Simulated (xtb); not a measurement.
A run for xtb: GFN1-xTB on C6H4O2 (SMILES O=C1C=CC=CC1=O).

```
$ xtb mol.xyz --gfn 1 --sp --chrg 0 --uhf 0
12

O      1.55405055     2.09599821     0.56820516
C      0.82940366     1.16211996     0.31491675
C     -0.63678030     1.25921212     0.33514332
C     -1.39606307     0.19113580     0.04573884
C     -0.82286533    -1.10489058    -0.29954376
C      0.50165743    -1.31485539    -0.35060027
C      1.44340956    -0.22617736    -0.05494115
O      2.64355457    -0.36742516    -0.08807253
H     -1.06010496     2.22161725     0.59153443
H     -2.47610286     0.27271731     0.06332845
H     -1.50906510    -1.91380914    -0.51916046
H      0.92890585    -2.27564303    -0.60654877
```

Task: Give the final energy of this run.

Result: -24.1498 hartree.
